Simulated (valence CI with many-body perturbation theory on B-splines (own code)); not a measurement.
**E1 line list for Bi⁵²⁺**

Computed by relativistic CI+MBPT: three valence electrons over a frozen Dirac-Fock core [Ar] 3d10, radial functions for each j: 11 s, 11 p, 9 d, 7 f, 5 g, 2 h, 1 i, with the one-electron correlation potential Σ1 (screened to all orders), the two-electron term Σ2, the three-electron term Σ3, Breit, model QED; selected single and double excitations, second order for the rest (own B-spline code, finite nucleus).

No measured spectrum was set against this ion. As an estimate, large intervals hold to a few tenths of a per cent, small ones and those within an open d or f shell to about a per cent.

Lines 51 to 100 of 270 in falling wavelength, among levels below 857.83 eV, chosen from the strongest by gf and those to the six lowest levels. Wavelengths and rates use the calculated energies. Electric multipoles are in the length gauge, E1 and E2 with the static RPA response of the core. Weak lines are less certain than strong ones. Lines between different terms over intervals too small for the method are left out, as are lines whose strength nearly cancels. The highest levels of a list are the least certain.

Levels are named by their leading jj configuration (3d3/2^4 stands for four electrons in 3d with j = 3/2), which in mixed levels can hold well under half, so a name can repeat and another be missing. Letters in brackets count levels of one name in rising energy.

```tsv
λ vac (Å)	Upper	Lower	A (s⁻¹)	S (a.u.) with core polarisation	S without
91.82	(4p1/2 4p3/2^2) J=5/2	(4s 4p3/2^2) J=5/2	3.43e+10	7.87e-02	8.33e-02
90.21	(4p1/2 4p3/2 4d5/2) J=9/2	(4s 4p3/2 4d5/2) J=9/2	3.86e+10	1.40e-01	1.48e-01
89.66	(4p1/2 4p3/2 4d3/2) J=5/2 [b]	(4s 4p3/2 4d3/2) J=7/2	6.61e+10	1.41e-01	1.49e-01
88.24	(4p1/2^2 4d3/2) J=3/2	(4s 4p1/2 4d3/2) J=3/2 [a]	2.38e+10	3.23e-02	3.42e-02
88.15	(4p1/2 4p3/2 4d3/2) J=3/2 [b]	(4s 4p3/2 4d3/2) J=5/2 [a]	4.21e+10	5.69e-02	6.02e-02
85.75	(4p1/2^2 4p3/2) J=3/2	(4s 4p1/2 4p3/2) J=3/2 [a]	2.23e+10	2.77e-02	2.93e-02
77.24	(4s 4p1/2 4d3/2) J=3/2 [a]	(4s 4p1/2 4p3/2) J=3/2 [b]	2.38e+10	2.16e-02	2.28e-02
73.07	(4s 4p1/2 4d3/2) J=5/2	(4s 4p1/2 4p3/2) J=3/2 [b]	3.44e+09	3.97e-03	4.20e-03
72.33	(4p1/2 4p3/2 4d3/2) J=5/2 [a]	(4p1/2 4p3/2^2) J=5/2	3.23e+10	3.62e-02	3.81e-02
71.06	(4s 4p1/2 4d3/2) J=3/2 [a]	(4s 4p1/2 4p3/2) J=5/2	8.07e+09	5.72e-03	6.03e-03
68.67	(4p1/2^2 4d3/2) J=3/2	(4p1/2^2 4p3/2) J=3/2	5.33e+10	3.41e-02	3.59e-02
67.51	(4s 4p1/2 4d3/2) J=5/2	(4s 4p1/2 4p3/2) J=5/2	3.40e+10	3.10e-02	3.26e-02
67.15	(4s 4p1/2 4d3/2) J=3/2 [a]	(4s 4p1/2 4p3/2) J=3/2 [a]	8.97e+09	5.36e-03	5.63e-03
67.02	(4s 4p1/2 4d3/2) J=1/2	(4s 4p1/2 4p3/2) J=3/2 [b]	3.75e+09	1.11e-03	1.16e-03
66.26	(4s 4p1/2 4d3/2) J=3/2 [b]	(4s 4p1/2 4p3/2) J=3/2 [b]	1.18e+10	6.78e-03	7.13e-03
63.97	(4s 4p1/2 4d3/2) J=5/2	(4s 4p1/2 4p3/2) J=3/2 [a]	1.84e+09	1.42e-03	1.49e-03
63.90	(4s^2 4d3/2) J=3/2	(4s^2 4p3/2) J=3/2	1.42e+10	7.31e-03	7.65e-03
61.66	(4s 4p1/2 4d3/2) J=3/2 [b]	(4s 4p1/2 4p3/2) J=5/2	1.61e+09	7.47e-04	7.77e-04
59.55	(4s 4p1/2 4d5/2) J=5/2 [a]	(4s 4p1/2 4p3/2) J=3/2 [b]	5.81e+09	3.63e-03	3.81e-03
59.44	(4s 4p1/2 4f7/2) J=5/2	(4s 4p1/2 4d5/2) J=3/2	2.66e+11	1.65e-01	1.73e-01
59.30	(4s 4p1/2 4f7/2) J=7/2 [b]	(4s 4p1/2 4d5/2) J=5/2 [b]	2.04e+11	1.68e-01	1.75e-01
59.29	(4s 4p1/2 4d3/2) J=1/2	(4s 4p1/2 4p3/2) J=3/2 [a]	1.12e+10	2.31e-03	2.43e-03
58.94	(4s 4p3/2 4d5/2) J=3/2 [a]	(4s 4p3/2^2) J=3/2	1.24e+11	5.01e-02	5.26e-02
58.90	(4s 4p1/2 4f7/2) J=5/2	(4s 4p1/2 4d5/2) J=5/2 [b]	5.08e+10	3.07e-02	3.23e-02
58.70	(4s 4p1/2 4d3/2) J=3/2 [b]	(4s 4p1/2 4p3/2) J=3/2 [a]	2.65e+10	1.06e-02	1.11e-02
58.55	(4s^2 4f7/2) J=7/2	(4s^2 4d5/2) J=5/2	2.53e+11	2.00e-01	2.09e-01
58.27	(4s 4p1/2 4f7/2) J=7/2 [a]	(4s 4p1/2 4d5/2) J=5/2 [a]	2.50e+11	1.95e-01	2.04e-01
58.04	(4s 4p1/2 4f7/2) J=9/2	(4s 4p1/2 4d5/2) J=7/2	2.12e+11	2.04e-01	2.13e-01
57.37	(4s 4p1/2 4f7/2) J=7/2 [b]	(4s 4p1/2 4d5/2) J=7/2	4.46e+10	3.32e-02	3.49e-02
56.43	(4p1/2 4p3/2 4d5/2) J=3/2 [a]	(4p1/2 4p3/2^2) J=3/2	2.09e+11	7.41e-02	7.78e-02
56.30	(4p1/2 4p3/2 4d5/2) J=5/2 [a]	(4p1/2 4p3/2^2) J=5/2	1.85e+11	9.78e-02	1.03e-01
55.90	(4s 4p1/2 4d5/2) J=3/2	(4s 4p1/2 4p3/2) J=1/2	3.16e+11	1.09e-01	1.15e-01
55.81	(4s 4p1/2 4d5/2) J=5/2 [a]	(4s 4p1/2 4p3/2) J=5/2	1.66e+10	8.56e-03	9.00e-03
55.79	(4s 4p1/2 4d5/2) J=5/2 [b]	(4s 4p1/2 4p3/2) J=3/2 [b]	2.99e+11	1.54e-01	1.61e-01
55.31	(4s 4p1/2 4d5/2) J=3/2	(4s 4p1/2 4p3/2) J=3/2 [b]	1.03e+11	3.45e-02	3.63e-02
54.87	(4p1/2^2 4d5/2) J=5/2	(4p1/2^2 4p3/2) J=3/2	3.62e+11	1.77e-01	1.86e-01
54.76	(4s 4p3/2 4d5/2) J=5/2 [a]	(4s 4p3/2^2) J=5/2	3.57e+11	1.74e-01	1.83e-01
54.65	(4p1/2 4p3/2 4d5/2) J=3/2 [b]	(4p1/2 4p3/2^2) J=1/2	4.06e+11	1.31e-01	1.38e-01
54.49	(4p1/2 4p3/2 4d5/2) J=1/2	(4p1/2 4p3/2^2) J=1/2	6.03e+11	9.63e-02	1.01e-01
54.23	(4s 4p3/2 4d5/2) J=1/2	(4s 4p3/2^2) J=1/2	6.51e+11	1.02e-01	1.08e-01
54.10	(4s 4p1/2 4d5/2) J=7/2	(4s 4p1/2 4p3/2) J=5/2	3.90e+11	2.44e-01	2.56e-01
54.08	(4s 4p3/2 4d5/2) J=3/2 [b]	(4s 4p3/2^2) J=3/2	8.24e+10	2.57e-02	2.70e-02
53.95	(4s^2 4d5/2) J=5/2	(4s^2 4p3/2) J=3/2	4.91e+11	2.28e-01	2.40e-01
53.85	(4p1/2 4p3/2 4d5/2) J=7/2 [b]	(4s^2 4f5/2) J=5/2	7.70e+10	4.75e-02	4.98e-02
53.44	(4p1/2 4p3/2 4d5/2) J=7/2 [b]	(4p1/2 4p3/2^2) J=5/2	7.07e+11	4.26e-01	4.48e-01
53.37	(4s 4p1/2 4d5/2) J=5/2 [a]	(4s 4p1/2 4p3/2) J=3/2 [a]	5.10e+11	2.29e-01	2.41e-01
53.20	(4p1/2 4p3/2 4d5/2) J=5/2 [b]	(4p1/2 4p3/2^2) J=5/2	1.18e+11	5.26e-02	5.53e-02
53.19	(4s 4p1/2 4f5/2) J=5/2 [b]	(4s 4p1/2 4d3/2) J=3/2 [b]	1.95e+11	8.70e-02	9.11e-02
53.17	(4s 4p3/2 4d5/2) J=3/2 [b]	(4s 4p3/2^2) J=1/2	4.98e+11	1.48e-01	1.55e-01
53.15	(4s 4p3/2 4d5/2) J=5/2 [b]	(4s 4p3/2^2) J=3/2	1.01e+12	4.48e-01	4.71e-01
```
